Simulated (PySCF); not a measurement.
# Germanium: a sound run and one with changed settings

Sound run: Ge [Ar] 3d10 4s2 4p2, Ge⁺ [Ar] 3d10 4s2 4p1. Calculation: PySCF 2.14, in Sapporo-DKH3-DZP-2012 (6s5p3d1f, 43 functions); the spin-free X2C one-electron Hamiltonian (Gaussian nucleus). In the sound run the correlated levels freeze [Ar] 3d10. The sound run starts from symmetry-adapted Hartree-Fock orbitals and uses a fine grid where one is needed.

Changed run: a valence shell is frozen. This setting is unsound on purpose.

```json
{"species": "Ge", "method": "MP2", "sound run (hartree)": "-2097.04643", "changed run (hartree)": "-2097.00984", "converged": "yes"}
{"species": "Ge", "method": "CCSD(T)", "sound run (hartree)": "-2097.06311", "changed run (hartree)": "-2097.01180", "converged": "yes"}
```

Ionisation energy of Ge:

```json
{"method": "UHF", "sound run (eV)": "7.410", "changed run (eV)": "7.410"}
{"method": "MP2", "sound run (eV)": "7.689", "changed run (eV)": "7.522"}
{"method": "SCS-MP2", "sound run (eV)": "7.624", "changed run (eV)": "7.448"}
{"method": "CCSD", "sound run (eV)": "7.724", "changed run (eV)": "7.576"}
{"method": "CCSD(T)", "sound run (eV)": "7.734", "changed run (eV)": "7.576"}
{"method": "CCSDT", "sound run (eV)": "n/a", "changed run (eV)": "7.576"}
{"method": "FCI", "sound run (eV)": "n/a", "changed run (eV)": "7.576"}
```

Freezing a valence shell removes pair correlation that changes on ionisation.

For comparison, NIST gives 7.899 eV between the lowest levels.
